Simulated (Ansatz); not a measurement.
Cost and result for the atomization energy of CH6MgOSi (`[CH3][Mg][O][SiH3]`) (10 atoms, 9 bonds).

Cartesian coordinates in Å:
```
C -1.995 -1.618 -1.187
Mg -0.536 -0.434 -0.319
O 0.732 0.595 0.437
Si 1.868 1.514 1.111
H -2.998 -1.232 -0.983
H -1.957 -2.643 -0.809
H -1.879 -1.666 -2.274
H 1.638 1.684 2.577
H 3.228 0.921 0.940
H 1.899 2.879 0.506
```

Total charge 0; spin multiplicity 1. Correlated methods include outer-core shells of Mg, which these sets cover unevenly. All single points use the PBE0-D4/def2-TZVP geometry. It is one conformer, not always the lowest. Program: Ansatz. All runs use 2 threads of a server CPU on a shared host. Times are those of one run each, without the atoms' runs, and a repeat can differ threefold. Electronic energies, without spin–orbit coupling; frozen cores. CCSD(T)/CBS adds CCSD(T) − MP2 in def2-TZVPP to the MP2 limit, and its time is that of the two runs behind it. T1 = 0.010. With those shells the extrapolation isn't a true limit. B3LYP takes the VWN-RPA correlation (the form of Gaussian; ORCA's B3LYP/G). HSE06 is the plane-wave form, built on full-range PBE exchange.

CCSD(T)/CBS is a level of theory with its own doubt, some kJ/mol a heavy atom from the limit and from the frozen cores, so smaller differences don't rank the functionals.

```csv
level,functions,wall time
BLYP-D4/def2-TZVPP,220,2.2 s
PBE-D4/def2-TZVPP (with forces),220,3.2 s
HSE06-D4/def2-TZVPP,220,3.3 s
BHLYP-D4/def2-TZVPP,220,3.7 s
r2SCAN-D4/def2-TZVPP (with forces),220,4.2 s
B3LYP-D4/def2-TZVPP (with forces),220,4.7 s
CCSD(T)/def2-SVP,94,4.8 s
B2PLYP/def2-TZVPP,220,5.5 s
B97M-V/def2-TZVPP,220,7.5 s
ωB97X-V/def2-TZVPP,220,8 s
MP2/def2-QZVPP,427,21 s
CCSD(T)/def2-TZVPP,220,100 s
CCSD(T)/CBS(def2),–,2.1 min
```

(1) What atomization energy does each give, and how far from CCSD(T)/CBS? (An estimate is asked.)

## Answers

(1) Ansatz gave: 
```json
{"level": "BLYP-D4/def2-TZVPP", "atomization (kJ/mol)": "3291.4", "difference from CCSD(T)/CBS": "-58.3", "per bond": "-6.5"}
{"level": "PBE-D4/def2-TZVPP (with forces)", "atomization (kJ/mol)": "3312.1", "difference from CCSD(T)/CBS": "-37.6", "per bond": "-4.2"}
{"level": "HSE06-D4/def2-TZVPP", "atomization (kJ/mol)": "3278.6", "difference from CCSD(T)/CBS": "-71.1", "per bond": "-7.9"}
{"level": "BHLYP-D4/def2-TZVPP", "atomization (kJ/mol)": "3242.6", "difference from CCSD(T)/CBS": "-107.1", "per bond": "-11.9"}
{"level": "r2SCAN-D4/def2-TZVPP (with forces)", "atomization (kJ/mol)": "3331.1", "difference from CCSD(T)/CBS": "-18.6", "per bond": "-2.1"}
{"level": "B3LYP-D4/def2-TZVPP (with forces)", "atomization (kJ/mol)": "3310.7", "difference from CCSD(T)/CBS": "-39.0", "per bond": "-4.3"}
{"level": "CCSD(T)/def2-SVP", "atomization (kJ/mol)": "3119.8", "difference from CCSD(T)/CBS": "-229.9", "per bond": "-25.5"}
{"level": "B2PLYP/def2-TZVPP", "atomization (kJ/mol)": "3285.4", "difference from CCSD(T)/CBS": "-64.3", "per bond": "-7.1"}
{"level": "B97M-V/def2-TZVPP", "atomization (kJ/mol)": "3324.3", "difference from CCSD(T)/CBS": "-25.4", "per bond": "-2.8"}
{"level": "ωB97X-V/def2-TZVPP", "atomization (kJ/mol)": "3331.1", "difference from CCSD(T)/CBS": "-18.6", "per bond": "-2.1"}
{"level": "MP2/def2-QZVPP", "atomization (kJ/mol)": "3346.2", "difference from CCSD(T)/CBS": "-3.5", "per bond": "-0.4"}
{"level": "CCSD(T)/def2-TZVPP", "atomization (kJ/mol)": "3243.0", "difference from CCSD(T)/CBS": "-106.7", "per bond": "-11.9"}
{"level": "CCSD(T)/CBS(def2)", "atomization (kJ/mol)": "3349.7", "difference from CCSD(T)/CBS": "0.0", "per bond": "0.0"}
```

At CCSD(T), def2-SVP lies −229.9 kJ/mol from the extrapolated value and def2-TZVPP −106.7 kJ/mol: correlation converges slowly with the basis, and small sets miss more of it in the bonded molecule than in its fragments. From BLYP to BHLYP (50 % exact exchange), in def2-TZVPP and without D4, the atomization energy moves by −35.3 kJ/mol: exact exchange takes away binding that semilocal exchange gives to molecules. In def2-TZVPP, CCSD(T) changes the Hartree–Fock value by +750.3 kJ/mol (the triples alone add +35.2 kJ/mol) and MP2 by +788.7 kJ/mol; breaking electron pairs costs correlation energy, which Hartree–Fock lacks.
